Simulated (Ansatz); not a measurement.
A short molecular-dynamics run on `C[NH][Al]([CH3])[Cl]`.

```yaml
crystal:
  periodic: [false, false, false]
  atoms:
    - {symbol: C, position_ang: [-1.496809, 0.749895, 0.896260]}
    - {symbol: N, position_ang: [-0.182444, 1.176994, 0.468142]}
    - {symbol: Al, position_ang: [1.062592, 0.253305, -0.369084]}
    - {symbol: C, position_ang: [0.878936, -1.602885, -0.893025]}
    - {symbol: Cl, position_ang: [2.834519, 1.316362, -0.787220]}
    - {symbol: H, position_ang: [-2.298113, 1.331044, 0.424786]}
    - {symbol: H, position_ang: [-1.658448, -0.296389, 0.625565]}
    - {symbol: H, position_ang: [-1.626057, 0.824184, 1.982481]}
    - {symbol: H, position_ang: [0.000341, 2.141362, 0.702950]}
    - {symbol: H, position_ang: [1.000436, -1.712890, -1.974500]}
    - {symbol: H, position_ang: [-0.092421, -2.020923, -0.618563]}
    - {symbol: H, position_ang: [1.654467, -2.215257, -0.423892]}
basis:
  gaussian: {orbitals: def2-SVP}
hamiltonian: {xc: {name: PBE}, dispersion: d4}
md: {timestep: 2 fs, n_steps: 20, ensemble: nve, temperature: 1500, initial_velocities: maxwell_boltzmann, seed: 948}
```

```sh
$ ansatz run in.yaml --threads 4 --pin off --events-out ev --progress --plain --max-ram 10444MiB
```

```json
{"step": "0", "time (fs)": "0.0", "potential energy (eV)": "-22778.3968", "kinetic (eV)": "1.9389", "T (K)": "1500", "conserved (eV)": "-22776.4579"}
{"step": "1", "time (fs)": "2.0", "potential energy (eV)": "-22777.3869", "kinetic (eV)": "1.3159", "T (K)": "1018", "conserved (eV)": "-22776.0710"}
{"step": "2", "time (fs)": "4.0", "potential energy (eV)": "-22777.3310", "kinetic (eV)": "1.1456", "T (K)": "886", "conserved (eV)": "-22776.1854"}
{"step": "3", "time (fs)": "6.0", "potential energy (eV)": "-22777.2077", "kinetic (eV)": "0.9606", "T (K)": "743", "conserved (eV)": "-22776.2472"}
{"step": "4", "time (fs)": "8.0", "potential energy (eV)": "-22776.5864", "kinetic (eV)": "0.7470", "T (K)": "578", "conserved (eV)": "-22775.8394"}
{"step": "5", "time (fs)": "10.0", "potential energy (eV)": "-22777.4365", "kinetic (eV)": "1.6159", "T (K)": "1250", "conserved (eV)": "-22775.8206"}
{"step": "6", "time (fs)": "12.0", "potential energy (eV)": "-22777.0878", "kinetic (eV)": "1.2766", "T (K)": "988", "conserved (eV)": "-22775.8112"}
{"step": "7", "time (fs)": "14.0", "potential energy (eV)": "-22777.1684", "kinetic (eV)": "1.3628", "T (K)": "1054", "conserved (eV)": "-22775.8055"}
{"step": "8", "time (fs)": "16.0", "potential energy (eV)": "-22777.4731", "kinetic (eV)": "1.4214", "T (K)": "1100", "conserved (eV)": "-22776.0517"}
{"step": "9", "time (fs)": "18.0", "potential energy (eV)": "-22775.9560", "kinetic (eV)": "1.1073", "T (K)": "857", "conserved (eV)": "-22774.8487"}
{"step": "10", "time (fs)": "20.0", "potential energy (eV)": "-22776.2920", "kinetic (eV)": "2.9395", "T (K)": "2274", "conserved (eV)": "-22773.3524"}
{"step": "11", "time (fs)": "22.0", "potential energy (eV)": "-22775.1902", "kinetic (eV)": "1.7221", "T (K)": "1332", "conserved (eV)": "-22773.4681"}
{"step": "12", "time (fs)": "24.0", "potential energy (eV)": "-22774.2114", "kinetic (eV)": "0.9723", "T (K)": "752", "conserved (eV)": "-22773.2392"}
{"step": "13", "time (fs)": "26.0", "potential energy (eV)": "-22774.5772", "kinetic (eV)": "1.2321", "T (K)": "953", "conserved (eV)": "-22773.3451"}
{"step": "14", "time (fs)": "28.0", "potential energy (eV)": "-22774.8886", "kinetic (eV)": "1.6489", "T (K)": "1276", "conserved (eV)": "-22773.2397"}
{"step": "15", "time (fs)": "30.0", "potential energy (eV)": "-22776.5662", "kinetic (eV)": "3.1651", "T (K)": "2449", "conserved (eV)": "-22773.4011"}
{"step": "16", "time (fs)": "32.0", "potential energy (eV)": "-22771.1335", "kinetic (eV)": "4.4671", "T (K)": "3456", "conserved (eV)": "-22766.6663"}
{"step": "17", "time (fs)": "34.0", "potential energy (eV)": "-22772.7756", "kinetic (eV)": "31.4687", "T (K)": "24345", "conserved (eV)": "-22741.3069"}
{"step": "18", "time (fs)": "36.0", "potential energy (eV)": "-22771.3169", "kinetic (eV)": "29.5624", "T (K)": "22870", "conserved (eV)": "-22741.7545"}
{"step": "19", "time (fs)": "38.0", "potential energy (eV)": "-22770.8980", "kinetic (eV)": "29.1396", "T (K)": "22543", "conserved (eV)": "-22741.7584"}
{"step": "20", "time (fs)": "40.0", "potential energy (eV)": "-22770.3010", "kinetic (eV)": "28.5684", "T (K)": "22101", "conserved (eV)": "-22741.7326"}
```

Velocities are drawn at the set temperature; a run this short doesn't reach equilibrium. This trajectory blows up: temperature and conserved energy run away, a sign of too long a time step or a failed SCF, so its later frames mean nothing.

Frames (Å, forces in eV/Å):

```xyz
12
time=0.0 fs
C    -1.497    0.750    0.896    0.392    0.139   -0.124
N    -0.182    1.177    0.468   -0.238   -0.285    0.010
Al    1.063    0.253   -0.369    0.187   -0.253   -0.162
C     0.879   -1.603   -0.893   -0.001    0.341    0.111
Cl    2.835    1.316   -0.787    0.298    0.190   -0.067
H    -2.298    1.331    0.425   -0.474    0.285   -0.215
H    -1.658   -0.296    0.626   -0.122   -0.540   -0.123
H    -1.626    0.824    1.982   -0.132    0.027    0.578
H     0.000    2.141    0.703    0.139    0.661    0.155
H     1.000   -1.713   -1.974    0.059   -0.047   -0.533
H    -0.092   -2.021   -0.619   -0.491   -0.222    0.135
H     1.654   -2.215   -0.424    0.383   -0.296    0.235
12
time=2.0 fs
C    -1.502    0.745    0.915    0.793    6.041    1.890
N    -0.197    1.162    0.421    0.331    4.652    2.059
Al    1.066    0.255   -0.358    0.479   -0.418   -0.473
C     0.865   -1.591   -0.898   -0.687   -0.626    0.968
Cl    2.838    1.316   -0.786    0.285    0.153   -0.054
H    -2.276    1.378    0.370    0.024   -0.739    1.058
H    -1.525   -0.189    0.665   -1.086   -6.649   -2.107
H    -1.559    0.660    2.072   -0.292    0.852   -1.172
H     0.033    2.265    0.740   -0.626   -3.590   -1.147
H     1.008   -1.712   -1.970    0.160   -0.119   -0.678
H    -0.125   -2.076   -0.626    0.588    0.460   -0.184
H     1.643   -2.192   -0.375    0.031   -0.018   -0.160
12
time=4.0 fs
C    -1.504    0.759    0.941    1.448   -2.003   -0.240
N    -0.211    1.159    0.380    0.179    5.113    2.810
Al    1.071    0.257   -0.348    0.592   -0.580   -0.696
C     0.849   -1.582   -0.899   -0.423   -1.243    0.554
Cl    2.841    1.317   -0.785    0.266    0.122   -0.033
H    -2.254    1.396    0.355   -0.195   -0.991    1.471
H    -1.434   -0.336    0.623   -1.397    0.651   -0.156
H    -1.503    0.528    2.116   -0.490    1.487   -1.797
H     0.041    2.251    0.734   -0.629   -3.436   -1.321
H     1.022   -1.715   -1.991    0.099   -0.043    0.181
H    -0.134   -2.113   -0.641    0.809    0.737   -0.254
H     1.633   -2.169   -0.332   -0.261    0.185   -0.519
12
time=6.0 fs
C    -1.501    0.767    0.965    2.409   -4.802   -1.488
N    -0.224    1.170    0.346   -0.547    1.525    1.952
Al    1.076    0.257   -0.339    0.376   -0.721   -0.822
C     0.832   -1.576   -0.899    0.462   -0.941   -0.220
Cl    2.845    1.317   -0.785    0.253    0.106   -0.005
H    -2.239    1.376    0.397   -0.872   -0.561    1.123
H    -1.396   -0.458    0.576   -1.591    2.787    0.601
H    -1.466    0.453    2.091   -0.522    1.629   -1.218
H     0.026    2.105    0.676    0.136    0.428   -0.144
H     1.040   -1.719   -2.006    0.011    0.063    0.801
H    -0.113   -2.122   -0.665    0.030    0.427   -0.055
H     1.612   -2.140   -0.308   -0.144    0.061   -0.525
12
time=8.0 fs
C    -1.491    0.759    0.985    2.606   -4.768   -3.613
N    -0.239    1.186    0.317   -3.011   -7.391   -1.222
Al    1.082    0.257   -0.331    0.027   -0.751   -0.893
C     0.816   -1.573   -0.899    1.319    0.011   -0.534
Cl    2.849    1.317   -0.784    0.240    0.087    0.025
H    -2.257    1.335    0.482   -1.377    0.019    0.566
H    -1.419   -0.474    0.551   -1.389    2.906    0.789
H    -1.448    0.440    2.020   -0.250    1.021    1.143
H     0.015    1.976    0.614    2.679    9.268    3.154
H     1.058   -1.722   -1.989    0.025    0.086    0.547
H    -0.091   -2.115   -0.692   -1.135   -0.191    0.234
H     1.587   -2.107   -0.305    0.266   -0.297   -0.195
12
time=10.0 fs
C    -1.472    0.736    0.993    0.987   -2.589   -5.128
N    -0.262    1.182    0.286    0.861    4.185    2.884
Al    1.087    0.255   -0.324   -0.071   -0.536   -0.848
C     0.804   -1.571   -0.901    0.802    0.218    0.152
Cl    2.853    1.318   -0.783    0.227    0.059    0.034
H    -2.328    1.295    0.589   -0.560   -0.008    0.549
H    -1.495   -0.378    0.557   -0.887    1.655    0.504
H    -1.441    0.467    1.992    0.160    0.382    3.113
H     0.107    2.202    0.672   -1.260   -2.742   -1.178
H     1.077   -1.721   -1.952    0.156   -0.002   -0.411
H    -0.112   -2.115   -0.710   -0.888   -0.064    0.205
H     1.571   -2.087   -0.309    0.473   -0.559    0.124
12
time=12.0 fs
C    -1.451    0.705    0.984   -0.518    2.945    0.311
N    -0.283    1.188    0.262    1.399    4.840    2.808
Al    1.093    0.253   -0.318   -0.282   -0.242   -0.764
C     0.795   -1.567   -0.902   -0.041   -0.464    0.934
Cl    2.857    1.318   -0.782    0.200    0.028    0.051
H    -2.421    1.254    0.716    0.883   -0.076    0.445
H    -1.605   -0.218    0.583   -0.770   -3.629   -1.425
H    -1.427    0.508    2.084    0.360    0.577   -0.004
H     0.151    2.322    0.685   -1.836   -4.016   -1.510
H     1.102   -1.720   -1.931    0.156   -0.050   -0.888
H    -0.167   -2.118   -0.719    0.349    0.540   -0.023
H     1.574   -2.087   -0.309    0.102   -0.452    0.064
12
time=14.0 fs
C    -1.430    0.683    0.977   -1.468    3.278    2.862
N    -0.300    1.209    0.246    1.545    3.965    2.194
Al    1.098    0.250   -0.314   -0.642   -0.050   -0.705
C     0.786   -1.566   -0.901    0.315   -1.010    0.505
Cl    2.862    1.319   -0.781    0.161    0.016    0.080
H    -2.479    1.210    0.861    1.630    0.254   -0.064
H    -1.744   -0.198    0.553   -0.339   -3.386   -1.125
H    -1.399    0.571    2.176    0.461    0.045   -2.074
H     0.125    2.289    0.640   -1.921   -3.693   -1.276
H     1.133   -1.721   -1.943   -0.202    0.075   -0.113
H    -0.209   -2.100   -0.730    0.895    0.693   -0.118
H     1.580   -2.106   -0.306   -0.436   -0.187   -0.166
12
time=16.0 fs
C    -1.415    0.672    0.978   -3.268   -0.687    1.448
N    -0.313    1.240    0.236   -0.236   -2.035   -0.065
Al    1.103    0.248   -0.310   -1.022    0.081   -0.682
C     0.778   -1.567   -0.898    1.352   -0.827   -0.235
Cl    2.867    1.320   -0.780    0.121    0.005    0.109
H    -2.475    1.176    1.003    1.507    0.602   -0.740
H    -1.897   -0.307    0.481    1.780    1.155    1.151
H    -1.354    0.636    2.188    0.566   -0.654   -2.141
H     0.025    2.114    0.546   -0.010    1.935    0.780
H     1.156   -1.719   -1.960   -0.533    0.198    0.624
H    -0.216   -2.055   -0.745    0.371    0.306   -0.041
H     1.570   -2.131   -0.309   -0.629   -0.079   -0.208
12
time=18.0 fs
C    -1.410    0.658    0.985   -2.750   -1.367   -0.053
N    -0.326    1.265    0.226   -4.345  -15.531   -4.669
Al    1.105    0.245   -0.308   -1.258    0.398   -0.587
C     0.774   -1.571   -0.896    2.137   -0.067   -0.477
Cl    2.872    1.320   -0.779    0.091   -0.025    0.119
H    -2.414    1.165    1.117    0.423    1.024   -1.230
H    -1.981   -0.372    0.452    2.392    2.194    1.666
H    -1.287    0.676    2.118    0.722   -1.275   -0.564
H    -0.075    2.013    0.482    4.226   14.941    5.156
H     1.159   -1.710   -1.953   -0.529    0.196    0.508
H    -0.210   -1.999   -0.762   -0.741   -0.253    0.095
H     1.535   -2.159   -0.321   -0.368   -0.234    0.036
12
time=20.0 fs
C    -1.414    0.640    0.991   -1.833   -0.966   -1.829
N    -0.351    1.248    0.203    1.643    3.502    1.121
Al    1.107    0.243   -0.306   -1.079    0.835   -0.356
C     0.777   -1.575   -0.895    1.186    0.319    0.104
Cl    2.877    1.321   -0.778    0.055   -0.060    0.098
H    -2.336    1.194    1.184   -0.815    1.329   -1.153
H    -1.974   -0.352    0.488    2.100    1.856    1.358
H    -1.193    0.667    2.026    0.990   -1.589    2.057
H    -0.014    2.484    0.615   -1.437   -4.567   -1.405
H     1.141   -1.693   -1.927   -0.185    0.066   -0.426
H    -0.231   -1.952   -0.775   -0.689   -0.227    0.061
H     1.487   -2.196   -0.331    0.064   -0.498    0.371
12
time=22.0 fs
C    -1.424    0.619    0.991    0.390    2.803    0.918
N    -0.372    1.241    0.183    1.257    2.689    0.576
Al    1.106    0.242   -0.305   -0.800    1.167   -0.245
C     0.784   -1.579   -0.894   -0.415   -0.011    0.915
Cl    2.882    1.322   -0.776   -0.017   -0.123    0.101
H    -2.290    1.273    1.206   -0.424    0.511   -0.757
H    -1.886   -0.262    0.575    0.195   -1.162   -0.408
H    -1.060    0.597    2.014    0.170   -1.340    1.007
H    -0.008    2.779    0.694   -0.994   -4.229   -1.254
H     1.116   -1.674   -1.917    0.116   -0.050   -1.072
H    -0.279   -1.914   -0.786    0.431    0.131   -0.075
H     1.441   -2.252   -0.327    0.090   -0.385    0.293
12
time=24.0 fs
C    -1.432    0.607    0.995    3.727    8.486    5.065
N    -0.389    1.241    0.164    1.004    1.995    0.342
Al    1.105    0.243   -0.304   -0.585    1.294   -0.229
C     0.790   -1.582   -0.890   -0.642   -0.584    0.528
Cl    2.887    1.322   -0.775   -0.094   -0.169    0.115
H    -2.259    1.372    1.200    0.366   -0.927   -0.379
H    -1.791   -0.216    0.647   -2.470   -6.161   -2.861
H    -0.921    0.476    2.039   -1.352   -0.462   -0.978
H    -0.040    2.911    0.725   -0.693   -3.793   -1.109
H     1.096   -1.656   -1.948    0.002   -0.065   -0.198
H    -0.311   -1.871   -0.799    0.944    0.221   -0.105
H     1.398   -2.323   -0.311   -0.208    0.165   -0.191
12
time=26.0 fs
C    -1.429    0.623    1.014    1.901    0.314    1.700
N    -0.404    1.246    0.147    0.935    2.029    0.582
Al    1.102    0.246   -0.304   -0.460    1.238   -0.258
C     0.793   -1.587   -0.884   -0.068   -0.678   -0.290
Cl    2.892    1.322   -0.773   -0.162   -0.189    0.130
H    -2.215    1.435    1.179    0.146   -1.403    0.121
H    -1.790   -0.406    0.610    0.149    1.492    0.115
H    -0.834    0.337    2.028   -1.996    0.504   -1.237
H    -0.099    2.899    0.714   -0.534   -3.832   -1.184
H     1.076   -1.641   -1.986   -0.093   -0.091    0.855
H    -0.306   -1.820   -0.817    0.463    0.064   -0.026
H     1.348   -2.388   -0.303   -0.281    0.553   -0.508
12
time=28.0 fs
C    -1.420    0.639    1.039    2.149   -2.936   -0.425
N    -0.416    1.257    0.131    1.121    2.755    1.243
Al    1.099    0.250   -0.304   -0.439    1.070   -0.306
C     0.796   -1.594   -0.879    0.486   -0.117   -0.603
Cl    2.897    1.322   -0.771   -0.210   -0.181    0.140
H    -2.165    1.444    1.162   -0.725   -0.859    0.637
H    -1.784   -0.539    0.576    0.383    3.426    0.743
H    -0.823    0.218    1.969   -1.771    1.125   -0.557
H    -0.178    2.739    0.657   -0.476   -4.420   -1.532
H     1.053   -1.630   -1.992    0.059   -0.146    0.954
H    -0.284   -1.766   -0.835   -0.574   -0.130    0.089
H     1.286   -2.431   -0.315   -0.003    0.412   -0.384
12
time=30.0 fs
C    -1.403    0.646    1.063    1.401   -3.703   -2.921
N    -0.425    1.276    0.119    1.374    2.728    1.922
Al    1.095    0.256   -0.304   -0.574    0.853   -0.359
C     0.801   -1.602   -0.876   -0.069    0.705   -0.128
Cl    2.902    1.322   -0.770   -0.239   -0.160    0.146
H    -2.143    1.421    1.171   -1.335   -0.202    0.922
H    -1.763   -0.540    0.572    0.101    3.427    0.703
H    -0.880    0.141    1.888   -0.419    0.869    1.232
H    -0.276    2.411    0.542   -0.238   -4.029   -1.739
H     1.031   -1.624   -1.961    0.378   -0.191    0.016
H    -0.283   -1.717   -0.851   -0.776   -0.142    0.154
H     1.225   -2.459   -0.341    0.396   -0.154    0.053
12
time=32.0 fs
C    -1.382    0.640    1.077   -0.504   -1.678   -4.771
N    -0.430    1.302    0.112   -2.761  -50.457  -17.524
Al    1.091    0.263   -0.305   -0.773    0.805   -0.423
C     0.806   -1.607   -0.874   -1.350    1.064    0.769
Cl    2.906    1.322   -0.767   -0.295   -0.176    0.170
H    -2.172    1.390    1.214   -0.528   -0.464    0.734
H    -1.737   -0.410    0.594   -0.401    2.240    0.155
H    -0.954    0.098    1.855    1.180    0.001    3.061
H    -0.382    1.929    0.360    4.219   49.310   18.448
H     1.025   -1.625   -1.930    0.605   -0.182   -1.042
H    -0.312   -1.674   -0.860    0.123   -0.115    0.141
H     1.179   -2.492   -0.365    0.486   -0.349    0.281
12
time=34.0 fs
C    -1.363    0.630    1.076    1.317    3.569    0.339
N    -0.442    1.189    0.057   -0.722    1.350    2.186
Al    1.085    0.272   -0.306    0.979    0.133   -0.445
C     0.806   -1.610   -0.869   -1.639    0.531    0.326
Cl    2.910    1.321   -0.765   -0.431   -0.249    0.177
H    -2.221    1.341    1.285    0.635   -0.734    0.149
H    -1.728   -0.194    0.622   -2.296   -3.457   -2.610
H    -0.982    0.055    1.939    0.517    0.889    0.987
H    -0.327    3.335    0.885    0.255   -1.937   -0.803
H     1.041   -1.634   -1.938    0.387   -0.126   -0.490
H    -0.337   -1.635   -0.864    0.752   -0.233    0.060
H     1.151   -2.539   -0.378    0.246    0.264    0.125
12
time=36.0 fs
C    -1.339    0.631    1.076    1.723    1.949    1.987
N    -0.457    1.080    0.007   -1.627    0.776    2.399
Al    1.081    0.280   -0.308    1.841   -0.803   -0.765
C     0.801   -1.610   -0.863   -0.759   -0.055   -0.649
Cl    2.914    1.320   -0.763   -0.537   -0.203    0.237
H    -2.246    1.264    1.363    0.933    0.080   -0.346
H    -1.806   -0.111    0.551   -2.189   -3.224   -1.903
H    -0.990    0.046    2.061   -0.008    1.275   -1.471
H    -0.262    4.666    1.378    0.038   -0.262   -0.114
H     1.072   -1.647   -1.965   -0.006   -0.029    0.682
H    -0.333   -1.605   -0.866    0.541   -0.318   -0.007
H     1.133   -2.576   -0.386    0.049    0.813   -0.049
12
time=38.0 fs
C    -1.310    0.638    1.082   -0.988   -2.575   -0.734
N    -0.476    0.973   -0.036   -2.471    1.444    2.926
Al    1.079    0.288   -0.312    2.620   -1.488   -0.988
C     0.793   -1.610   -0.859    0.438   -0.046   -1.071
Cl    2.917    1.319   -0.760   -0.557   -0.136    0.246
H    -2.235    1.190    1.427    0.556    0.828   -0.720
H    -1.968   -0.150    0.406    0.752    0.624    1.501
H    -0.998    0.086    2.126    0.159    0.932   -2.171
H    -0.195    5.988    1.868    0.005   -0.025   -0.010
H     1.103   -1.661   -1.966   -0.224    0.055    1.006
H    -0.308   -1.587   -0.867   -0.373   -0.336   -0.075
H     1.117   -2.582   -0.397    0.085    0.725    0.089
12
time=40.0 fs
C    -1.285    0.637    1.087   -1.799   -2.741   -2.077
N    -0.502    0.869   -0.070   -2.811    2.092    3.197
Al    1.081    0.293   -0.316    3.028   -1.878   -1.100
C     0.787   -1.611   -0.858    0.792    0.521   -0.729
Cl    2.919    1.318   -0.757   -0.533   -0.072    0.240
H    -2.203    1.148    1.463   -0.041    1.281   -0.986
H    -2.101   -0.166    0.319    1.378    0.954    2.204
H    -1.000    0.161    2.109    0.714    0.024   -1.380
H    -0.129    7.309    2.357   -0.001   -0.004    0.000
H     1.125   -1.674   -1.929   -0.136    0.074    0.266
H    -0.297   -1.582   -0.872   -0.885   -0.309   -0.134
H     1.104   -2.560   -0.404    0.294    0.056    0.497
```

It took 30 s on 4 threads of an Arm Neoverse V1 on a shared host, with 0.16 GiB of host memory at the peak.
